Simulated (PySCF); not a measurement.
SMILES [F][Pb][Cl] (ClFPb), singlet, CAM-B3LYP/def2-SVP optimised geometry.

```
3

Pb    -0.86    -1.23     0.00
F      1.19    -1.23     0.00
Cl    -1.19     1.23     0.00
```

Density from CAM-B3LYP/def2-TZVP, def2 effective core potentials past Kr run with PySCF at that geometry. The core electrons that the potentials of Pb replace are not part of the density.

Minimum of the electron density along straight lines between bonded atoms, close to the bond critical point (lines longer than 1.1 times the sum of covalent radii, or with two minima, are not listed):

| bond | length / Å | ρ at the minimum / e bohr⁻³ | ∇²ρ there / e bohr⁻⁵ | position (fraction from the first atom) |
|---|---|---|---|---|
| Pb1–F2 | 2.046 | ? | 0.49 | 0.54 |
| Pb1–Cl3 | 2.476 | ? | ? | 0.49 |

Question: Fill in the missing entries.

Answer: 
- Pb1–F2, ρ at the minimum / e bohr⁻³: 0.106
- Pb1–Cl3, ρ at the minimum / e bohr⁻³: 0.075
- Pb1–Cl3, ∇²ρ there / e bohr⁻⁵: 0.17
